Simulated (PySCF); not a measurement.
Vertical excitations of a molecule C12H10 from TDA-PBE0/def2-SVP (PySCF 2.14.0), as energy in eV (oscillator strength): 2.35 (0.006), 2.51 (0.000), 2.65 (0.003), 3.92 (1.141), 5.47 (0.009), 5.51 (0.472). Lowest triplet (TDA): 1.57 eV. Geometry optimised at PBE-D3(BJ)/def2-SVP. One conformer was computed; it need not be the lowest.

### Question
Which molecule gave these data?
(A) C1=CC=CC(=C2C=CC=C2)C=C1
(B) C#CC(=C)/C=C/c1ccccc1
(C) C#C/C(C=C)=C/c1ccccc1
(D) C#C/C=C/C=C/c1ccccc1

### Answer
A, C1=CC=CC(=C2C=CC=C2)C=C1
